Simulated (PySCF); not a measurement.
r2SCAN on Al⁻ (aluminium, charge -1), [Ne] 3s2 3p2, high-spin 3P determinant. Calculation: PySCF 2.14, in dyall-av2z; no relativity, point nucleus.

```
cycle= 1 E= -242.353139377942  delta_E= -0.00623  |g|= 0.0149  |ddm|= 0.114
cycle= 2 E= -242.353182592999  delta_E= -4.32e-05  |g|= 0.0137  |ddm|= 0.106
cycle= 3 E= -242.353487502939  delta_E= -0.000305  |g|= 0.00349  |ddm|= 0.0585
cycle= 4 E= -242.35350046395  delta_E= -1.3e-05  |g|= 0.000853  |ddm|= 0.00891
cycle= 5 E= -242.353502117296  delta_E= -1.65e-06  |g|= 0.000178  |ddm|= 0.00466
cycle= 6 E= -242.35350220487  delta_E= -8.76e-08  |g|= 1.25e-05  |ddm|= 0.000883
cycle= 7 E= -242.353502205406  delta_E= -5.36e-10  |g|= 3.26e-06  |ddm|= 9.96e-05
converged SCF energy = -242.353502205406  <S^2> = 2.0089689  2S+1 = 3.0059733
```

Highest occupied orbital energy: 1.197 eV; ⟨L²⟩ = 2.03; populations by l: s 6.00, p 8.00, d 0.00.

(1) Can this result be used?

Results:

(1) With care. The calculation finished and met its thresholds. At r2SCAN the highest occupied level has a positive energy, so only the finite basis holds that electron; in a semilocal or global hybrid functional this comes from self-interaction and does not mean that the real anion is unbound.
